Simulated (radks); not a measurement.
Values are calculated unless marked as measured or tabulated.
Task: Excited configurations of N3+: one electron is placed in a higher orbital outside [He] 2s1. The ground configuration is [He] 2s2. Level of theory: Dirac Kohn-Sham, BLYP, spin-unpolarised, spherical densities, point nucleus; open shells fill j = l - 1/2 first (a radial shooting solver on a logarithmic mesh with Libxc functionals). Excitation = E - E(ground); binding = E(ion) - E, where the ion is the core of charge +4; n* = 4/sqrt(2 binding) in atomic units, and the quantum defect is n - n*.

outer orbital  excitation (eV)  binding (eV)     n*  quantum defect  eigenvalue (eV)  <r> (bohr)
3s1/2                   47.472        30.336  2.679           0.321          -26.650       2.721
4p1/2                   62.385        15.422  3.757           0.243          -13.523       5.148
5s1/2                   67.411        10.396  4.576           0.424           -9.231       8.020
5f5/2                   68.747         9.060  4.902           0.098           -7.814       7.629
7f5/2                   72.963         4.844  6.703           0.297           -4.278       15.88

Estimate the row for 4d3/2.

Result: excitation (eV) 63.275; binding (eV) 14.532; n* 3.870; quantum defect 0.130; eigenvalue (eV) -12.581; <r> (bohr) 4.961. The Delta-SCF ionisation energy is 77.807 eV (NIST Atomic Spectra Database: 77.474 eV, measured). Self-interaction in the functional shifts the binding energies and quantum defects, so they are the method's values and not measured ones. Spin polarisation and multiplet splitting are left out, so open shells lie too high by an amount that depends on their filling.

Beside tabulated values, note that spin-unpolarised runs miss the spin-polarisation part of the exchange energy of open shells.
